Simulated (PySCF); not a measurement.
Structure from 2D NMR

Compound of formula C9H6FP. Correlations simulated from computed shifts and the bond graph:

HSQC (one-bond C–H):
```tsv
δH	δC
9.34	156.0
8.75	140.6
8.27	136.7
8.07	135.0
7.87	122.6
7.84	128.9
```

COSY cross peaks (H two or three bonds apart, from the bond graph; peaks can be absent where the dihedral angle is near 90°):
```tsv
δH	δH
8.75	7.84
8.27	8.07
8.07	7.84
```

HMBC (two and three bonds, from the bond graph):
```tsv
δH	δC
9.34	170.5, 157.6, 122.6
8.75	157.6, 141.7, 135.0, 128.9
8.27	157.6, 141.7, 135.0, 128.9, 122.6
8.07	141.7, 140.6, 136.7, 128.9
7.87	170.5, 157.6, 156.0, 141.7, 136.7
7.84	157.6, 140.6, 136.7, 135.0
```

Carbons without hydrogens: δ 170.5, 157.6, 141.7.

- GFN2-xTB geometry
- shielding tensors at PBE0/pcSseg-1 (GIAO)
- code: PySCF 2.14
- a single conformation, no solvent, relativity neglected

δ = σ(ref) − σ, references computed at the same level: $^{1}$H (31.72 ppm), $^{13}$C (186.93 ppm) against TMS.

Exchangeable hydrogens are left out of these lists.

Assemble the structure.

Results:

`InChI=1S/C9H6FP/c10-8-5-7-3-1-2-4-9(7)11-6-8/h1-6H`.

Atom-mapped SMILES (the numbers label the heavy atoms): `[F:1][c:2]1[cH:3][p:4][c:5]2[cH:6][cH:7][cH:8][cH:9][c:10]2[cH:11]1`. Each H is labelled by its parent atom.

1. δC 170.5 is C2, an aromatic carbon bearing fluorine.
2. δC 157.6 is C5, a ring-fusion aromatic carbon.
3. δC 156.0 is C3, an aromatic CH (δH 9.34).
4. δC 141.7 is C10, a ring-fusion aromatic carbon.
5. δC 140.6 is C6, an aromatic CH (δH 8.75).
6. δC 136.7 is C9, an aromatic CH (δH 8.27).
7. δC 135.0 is C8, an aromatic CH (δH 8.07).
8. δC 128.9 is C7, an aromatic CH (δH 7.84).
9. δC 122.6 is C11, an aromatic CH (δH 7.87).
10. HMBC from δH 9.34 reaches the proton-free carbons C2, C5.
11. HMBC from δH 8.75 reaches the proton-free carbons C5, C10.
12. HMBC from δH 8.27 reaches the proton-free carbons C5, C10.
13. HMBC from δH 8.07 reaches the proton-free carbon C10.
14. COSY links 8.75–7.84, 8.27–8.07, 8.07–7.84.

The shifts were computed for this structure.

Shifts are as computed. Against solution values, carbons near 30 ppm lie about +3 ppm off and those near 130 ppm about +5 ppm. Of 1211 compounds with measured shifts, 218 miss one by over three times the rms of a fit or turn the order of signals round; such compounds aren't used in these exercises.
